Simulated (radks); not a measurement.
Problem. The silver ion Ag11+ is in [Kr]. Method: scalar-relativistic Kohn-Sham, PBE, spin-polarised, spherical densities, finite nucleus; Fermi nuclear charge, rms radius of each element as measured or else 0.836 A^(1/3) + 0.57 fm; computed with a radial shooting solver on a logarithmic mesh with Libxc functionals. Open shells are filled with parallel spins first. One electron is removed from 4s, 4p, 3d, 3p in turn, with full relaxation. Which removal costs least, and what does each cost?

Solution. 4p 273.24 eV; 4s 314.15 eV; 3d 613.27 eV; 3p 809.55 eV. The 4p electron leaves first.
